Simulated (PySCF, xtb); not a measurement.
Te(SMe)(SiH3) (CH6SSiTe), SMILES CS[Te][SiH3].

xtb with GFN2-xTB at its own geometry gives an orbital gap of 3.10 eV and a dipole moment of 2.66 D.

Geometry: B3LYP-D3(BJ)/def2-SVP. This is a generated structure with no PubChem entry under its InChIKey; it may be hypothetical. The def2 effective core potentials stand for the cores of Te; spin–orbit coupling is left out. The values are those of a single conformer.

Problem. What does PBE/def2-TZVP in PySCF give? (The exact figures need the calculation; the answer reports its results.)

Solution. gap 2.79 eV (levels -5.50 and -2.72 eV), dipole 1.43 D.
